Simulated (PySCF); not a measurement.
# C2H10GeNP: core ionisation energies

C2H10GeNP.
Numbering: `[CH3:1][N:2]([CH3:3])[GeH2:4][PH2:5]`

Computed, not measured: delta-SCF UKS SCAN, pcX-2 on the ionised atom, pcseg-1 elsewhere, spin-free X2C in PySCF 2.14.0. Binding energies are ΔSCF values: E(core-ionised, relaxed orbitals) − E(ground state) at a fixed geometry, referred to the vacuum level.

Task: List the computed XPS lines with their assignment.

Result: 
| atom(s) | environment | level | binding energy (eV) | 2p1/2 (eV) | count |
| --- | --- | --- | --- | --- | --- |
| C1/C3 | N-methyl carbon | C 1s | 291.32 | – | 2 |
| N2 | nitrogen bonded to 2 C and Ge | N 1s | 404.02 | – | 1 |
| P5 | three-coordinate phosphorus | P 2p3/2 | 136.27 | 137.16 | 1 |
| P5 | three-coordinate phosphorus | P 1s | 2149.80 | – | 1 |

Task: Which photon wavelength matches the N 1s of N2 (atom 2) threshold?

Result: λ = hc/E = 12398.42 eV Å / 404.02 eV = 30.688 Å.

Task: Give the binding energy of N 1s of N2 in hartree and in kJ/mol.

Result: 404.02 eV = 14.8475 Eh = 38982 kJ/mol.

Topologically equivalent atoms share the value of their first member; where this conformer doesn't relate them by symmetry, their own values could differ. Spin–orbit coupling isn't in the SCF: each 2p doublet comes from a relaxed spin-free hole plus a matrix of the shell (mean-field spin–orbit coupling and the ground-state 2p splitting), with 2p3/2 averaged over its two sublevels. 2p1/2 minus 2p3/2 (ligand field included): P 0.89 eV. No level of germanium is listed. Geometry: PBE0-D3(BJ)/def2-SVP, one conformer, isolated molecule.

Time: 27 s of wall time; peak memory 0.66 GiB. Hardware: Arm Neoverse V2, one thread, on a shared host.

Shape of the structure used: `[CH3:1][N:2]([CH3:3])[GeH2:4][PH2:5]`: C1–N2–Ge4–P5 174°, H–P5–Ge4–N2 -169°, H–P5–Ge4–N2 98°.
